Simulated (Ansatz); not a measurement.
Stepwise reaction of `[Cl][InH][Cl]` with hydrogen, as a gas-phase model of exchange steps in deposition or etching. ΔE in kJ/mol; ΔG adds harmonic PBE0-D4 terms to CCSD(T)/CBS, at 1 bar.

Computed with Ansatz on PBE0-D4/def2-TZVP structures; ΔE is electronic, products minus reactants. CCSD(T)/CBS adds triple-zeta CCSD(T) − MP2 to the extrapolated MP2 energy (def2 sets, frozen cores). This one scheme is used for every species. DFT in def2-TZVPP. B3LYP here is the variant with VWN-RPA as its local correlation; programs differ in this. Elements past krypton have def2 core potentials. For In outer-core shells are correlated without core-valence functions, which leaves a few kJ/mol of doubt a bond.

```json
{"step": "2", "reaction": "`[Cl][InH2]` + H₂ → `[InH3]` + HCl", "PBE-D4": "113.4", "B3LYP-D4": "115.2", "ωB97M-V": "111.8", "CCSD(T)/CBS": "118.6", "ΔG(400 K)": "115.0"}
```

(1) Give the row of step 1, `[Cl][InH][Cl]` + H₂ → `[Cl][InH2]` + HCl. (Best estimate.)

(2) By hand: ΔE of the 2 steps together at CCSD(T)/CBS.

Results:

(1) The calculation gave: 
```csv
step,reaction,PBE-D4,B3LYP-D4,ωB97M-V,CCSD(T)/CBS,ΔG(400 K)
1,`[Cl][InH][Cl]` + H₂ → `[Cl][InH2]` + HCl,94.3,96.3,94.4,99.7,93.4
```

(2) (99.7) + (118.6) = 218.3 kJ/mol, or 109.2 kJ/mol a step.

In ΔE each step is higher than the one before. All are uphill at CCSD(T)/CBS. ΔG lies between 93.4 and 115.0 kJ/mol a step. PBE-D4 differs from CCSD(T)/CBS by -5.4 to -5.2 kJ/mol a step. Isolated molecules leave out the surface, adducts and barriers. Largest T1 diagnostic: 0.014.
